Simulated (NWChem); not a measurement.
System: HfN2H4Cl2; SMILES [NH2][Hf]([NH2])([Cl])[Cl]

```xyz
9

Hf     0.0000     0.0000    -0.1665
Cl     1.9800     0.0830     1.1383
Cl    -1.9800    -0.0830     1.1383
N     -0.2003     1.5728    -1.4058
H     -0.7709     2.3993    -1.2361
H      0.3070     1.7020    -2.2792
N      0.2003    -1.5728    -1.4058
H      0.7709    -2.3993    -1.2361
H     -0.3070    -1.7020    -2.2792
```
Atoms are numbered in this order, from 1.

Results from NWChem. All runs use the structure optimised with PBE0/def2-SVP. No frequency run checked for a minimum. def2 effective core potentials on Hf; no spin-orbit coupling. Level TPSS/def2-SVP: energy and gradient; each run changes one setting, and changes count from the defaults (medium grid, exact Coulomb integrals, symmetry on).

```
setting                              size of the energy change (μHa)  largest change of a gradient component (μHa/bohr)
-----------------------------------  -------------------------------  -------------------------------------------------
defaults                                                        < 10                                               < 30
extra-fine grid                                                 < 10                                                 40
tight SCF thresholds and tolerances                             < 10                                               < 30
coarse grid                                                       40                                                100
```
